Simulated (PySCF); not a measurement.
Run record: geometry optimisation, `[CH2]I` (the iodomethyl radical).

Method: PBE0-D3(BJ)/def2-SVP geometry optimisation, gas phase, def2 core potentials past Kr (PySCF 2.14.0). Start geometry: GFN2-xTB. The input is one job of a driver script: a line of settings, then coordinates in Å.

Input:
```
{"job": {"xc": "PBE0", "basis": "def2-SVP", "d3": "d3bj", "grid": 1, "maxiter": 30, "shake": 0.01, "kind": "geom"}, "charge": 0, "multiplicity": 2}
C     -0.234850    -0.019730     0.075580
I      1.786210    -0.038160    -0.025640
H     -0.765870     0.948230    -0.035970
H     -0.747500    -0.915710    -0.046980
```

Output:
```
step   0  E = -336.87042573  max force = 0.047475
step   1  E = -336.87243080  max force = 0.007079
step   2  E = -336.87238649  max force = 0.005694
step   3  E = -336.87295730  max force = 0.000904
step   4  E = -336.87296603  max force = 0.000141
optimisation converged
```

Energies in Eh; «max force» is the largest Cartesian gradient component in Eh/bohr.

Problem. Give the first gradient maximum in eV/Å.

Solution. With 1 Eh/bohr = 51.422 eV/Å, 2.441 eV/Å.

Main results: final energy -336.87297 Eh after 4 steps; dipole 0.64 D.

Problem. Where do the atoms end?

Solution. 0.057 Å rms from the input after alignment:
```
atom  x, y, z in Å
C1    -0.2419   -0.0055    0.0073
I2     1.7977   -0.0104   -0.1269
H3    -0.7437    0.9337    0.2394
H4    -0.7741   -0.9431   -0.1529
```

The run took 7.5 s wall on Arm Neoverse V1, one thread, shared host, and the process peaked at 0.27 GiB of memory.
Labels such as C1 count atoms from 1, the log's own numbers from 0.
